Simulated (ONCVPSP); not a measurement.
## Varying the ONCV potential for bismuth

Base potential:

```
Element                 : bismuth
Generator               : ONCVPSP 4.0.1
Type                    : optimised norm-conserving Vanderbilt (ONCV)
Functional              : PBE
Relativity              : fully relativistic
Frozen core             : [Xe] 4f14 5d10
Valence charge          : 5
Reference configuration : 6s2 6p3
Partial waves           : 6s: rc 1.95 bohr, ncon 4, nbas 9, qcut 2.6 1/bohr, 2 projectors, debl 1.2 Ha; 6p: rc 2.60 bohr, ncon 5, nbas 9, qcut 3.4 1/bohr, 1 projector
Local potential         : polynomial inside 1.50 bohr (lpopt 3, dvloc0 0 Ha)
Core correction         : none
```

Open shells are filled in proportion to 2j + 1.

Cutoffs, loose and tight: the cutoffs (Ha) at which the residual kinetic energy of the hardest occupied pseudo-wave falls to 1 and 0.1 mHa per electron. They do not see the model core or the augmentation charge, which bear on the density cutoff. Test errors are all-electron minus pseudo excitation energies from the reference, over the configurations 6s2 6p2; 6s2 6p1; 6s2 6p0; 6s1 6p3. A dash means not determined; rows that change the core or the reference have their own tests.

2 further variants are left out, since the program set their typed debl aside.

```tsv
change	outcome	cutoff, loose	cutoff, tight	bound ghosts	GHOST(+) flags above zero	largest test error (meV)
base	generated	51 Ha	63 Ha	none	s, p3/2, p1/2	+194
s: debl 0.6	generated	51 Ha	63 Ha	none	s, p3/2, p1/2	+197
s: debl 0.9	generated	51 Ha	63 Ha	none	s, p3/2, p1/2	+196
s: debl 1.7	generated	51 Ha	63 Ha	none	s, p3/2, p1/2	+193
s: debl 2.4	generated	51 Ha	63 Ha	none	s, p3/2, p1/2	+192
s: debl 4.6	generated	51 Ha	63 Ha	none	s, p3/2, p1/2	+190
```

Reading the sweep of the debl of the s channel (base included, trends over the rows without a ghost): The loose cutoff stays near 51 Ha. The median size of the test errors (rows with all tests solved) stays near 112.8 meV.
